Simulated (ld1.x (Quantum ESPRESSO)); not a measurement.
Ga, PAW: configuration errors across variants

- Element: gallium
- Generator: ld1.x (Quantum ESPRESSO) 7.5
- Type: PAW
- Functional: PBE
- Relativity: non-relativistic
- Frozen core: [Ne]
- Valence charge: 21
- Reference configuration: 3s2 3p6 3d10 4s2 4p0 (charge +1)
- Partial waves: 3s (bound): rcut 0.90, rcutus 1.15 bohr; 4s (bound): rcut 0.90, rcutus 1.15 bohr; 3p (bound): rcut 0.95, rcutus 1.10 bohr; 4p (bound, empty): rcut 0.95, rcutus 1.10 bohr; 3d (bound): rcut 0.90, rcutus 0.95 bohr; 3d channel at 3.25 Ry: rcut 0.90, rcutus 0.95 bohr
- Local potential: all-electron potential smoothed inside 0.90 bohr (lloc = -1)
- Core correction: Bessel-smoothed model core inside 0.60 bohr
- Augmentation charge: PSQ, radius 1.05 bohr

All-electron excitation energies from the reference (eV): (1) 3s2 3p6 3d10 4s2 4p1 -5.722; (2) 3s2 3p6 3d10 4s1 4p0 20.762; (3) 3s2 3p6 3d10 4s0 4p0 51.515; (4) 3s2 3p6 3d9 4s2 4p1 22.667; (5) 3s2 3p6 3d10 4s1 4p1 7.045; (6) 3s2 3p6 3d10 4s0 4p3 7.038; (7) 3s2 3p5 3d10 4s2 4p1 101.416.

The overlap operator is not positive definite (basis up to 400 Ry) in “base”, “waves 3s (bound): rcut 0.72, rcutus 0.76 bohr; 4s (bound): rcut 0.72, rcutus 0.76 bohr”, “waves 3s (bound): rcut 0.90, rcutus 1.06 bohr; 4s (bound): rcut 0.90, rcutus 1.06 bohr”, “waves 3s (bound): rcut 0.90, rcutus 1.20 bohr; 4s (bound): rcut 0.90, rcutus 1.20 bohr”, “waves 3s (bound): rcut 0.90, rcutus 1.36 bohr; 4s (bound): rcut 0.90, rcutus 1.36 bohr”, “waves 3s (bound): rcut 0.90, rcutus 1.54 bohr; 4s (bound): rcut 0.90, rcutus 1.54 bohr”. Such files are unfit for use, however small their errors in these radial tests.

1 further variants failed, have other tests or too few solved ones, and are left out.

Errors AE − PS in meV (a dash: test not solved or not reliable):

```csv
change,(1),(2),(3),(4),(5),(6),(7),bound ghosts
base,-0.3,-9.1,-54,-169,-13,-54,+31,not determined (overlap not positive)
"waves 3s (bound): rcut 0.72, rcutus 0.76 bohr; 4s (bound): rcut 0.72, rcutus 0.76 bohr",+0.4,-0.7,-3.0,-124,-0.9,-3.4,+11,not determined (overlap not positive)
"waves 3s (bound): rcut 0.90, rcutus 1.06 bohr; 4s (bound): rcut 0.90, rcutus 1.06 bohr",+0.4,-0.1,0.0,-107,0.0,0.0,+3.9,not determined (overlap not positive)
"waves 3s (bound): rcut 0.90, rcutus 1.20 bohr; 4s (bound): rcut 0.90, rcutus 1.20 bohr",+0.3,-0.5,-2.0,-114,-0.5,-2.4,+9.0,not determined (overlap not positive)
"waves 3s (bound): rcut 0.90, rcutus 1.36 bohr; 4s (bound): rcut 0.90, rcutus 1.36 bohr",+0.4,-0.5,-3.2,-116,-0.9,-3.7,–,not determined (overlap not positive)
"waves 3s (bound): rcut 0.90, rcutus 1.54 bohr; 4s (bound): rcut 0.90, rcutus 1.54 bohr",–,–,–,–,–,–,–,not determined (overlap not positive)
```

(1) Give the same row for: waves 3s (bound): rcut 0.86, rcutus 0.92 bohr; 4s (bound): rcut 0.86, rcutus 0.92 bohr.

## Answers

(1) +0.3, -0.4, -1.7, -87, -0.6, -2.3, +20; bound ghosts: not determined (overlap not positive). Its overlap operator is not positive definite in a basis up to 400 Ry (lowest eigenvalue p -5.25), so the file is unfit for use: the generalised eigenproblem breaks down once the basis is large enough, and its test numbers describe a broken file.
